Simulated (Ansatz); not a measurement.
Frontier orbitals of CH6OS2Si (`CSS[SiH2]O`).

```tsv
atom	x (Å)	y (Å)	z (Å)
C1	1.8555	0.9442	0.2326
S2	0.9160	0.3664	-1.1901
S3	0.4187	-1.5583	-0.6350
Si4	-1.4533	-0.9688	0.2241
O5	-2.4719	-0.3000	-0.8700
H6	2.7455	0.3325	0.3748
H7	2.1526	1.9701	0.0021
H8	1.2423	0.9384	1.1332
H9	-2.1159	-2.1929	0.7286
H10	-1.1485	-0.0130	1.3196
H11	-2.1410	0.4813	-1.3200
```

The species carries charge 0 and has multiplicity 1. The geometry is a stationary point of PBE0-D4/def2-TZVP. It is one conformer, not always the lowest. Basis def2-TZVPP, the Gaussian-basis code of Ansatz.

Orbital energies of one run (eV). Highest occupied ones, from the top: -6.53, -7.11, -8.54, -9.11, -9.46, -10.42, -10.51, -11.17, -11.94, -12.25, -12.94, -15.27, -16.88, -19.92. Empty: -1.33, 0.03, 0.33, 0.48, 1.20, 1.64.

Task: Which functional gave them?
A. r2SCAN0
B. HSE06 (plane-wave form)
C. LDA (SPW92)
D. ωB97X-V

Result: B. HOMO energies: HSE06 -6.53, r2SCAN0 -7.08, LDA (SPW92) -5.86, ωB97X-V -9.23 eV.
